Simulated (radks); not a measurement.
Charge is removed step by step from the 5p down level of Re, starting from [Kr] 4d10 4f14 5s2 5p(up 3, down 3) 5d5 6s2. All-electron calculation, scalar-relativistic Kohn-Sham, r2SCAN, spin-polarised, spherical densities, finite nucleus; open shells are filled with parallel spins first (spin-orbit coupling, left out, can overturn this in heavy ions); meta-GGA in the generalised Kohn-Sham scheme; Fermi nuclear charge, rms radius 5.3698 fm. Program: a radial shooting solver on a logarithmic mesh with Libxc functionals.

removed (e)  E - E(0) (eV)  eigenvalue (eV)  E minus straight line (eV)
0                    0.000          -46.097                       0.000
0.1                  4.655          -47.102                      -0.480
0.2                  9.412          -48.129                      -0.859
0.3                 14.272          -49.176                      -1.134
0.4                 19.238          -50.244                      -1.303
0.5                 24.311          -51.329                      -1.364
0.6                 29.494          -52.432                      -1.316
0.7                 34.788          -53.550                      -1.158
0.8                 40.195          -54.683                      -0.886
0.9                 45.715          -55.831                      -0.501
1                   51.351          -56.992                       0.000

Removing the whole electron costs 51.351 eV by Delta-SCF, against 46.097 eV from minus the eigenvalue at the starting occupation. Slater's transition state (half an electron removed) gives 51.329 eV. Integrating minus the eigenvalue over the occupation (Janak's theorem) gives 51.401 eV. In this scalar-relativistic scheme the density is built from large components alone, so the theorem holds only approximately. The mean slope of the eigenvalue, de/dn, is 10.9 eV per electron.
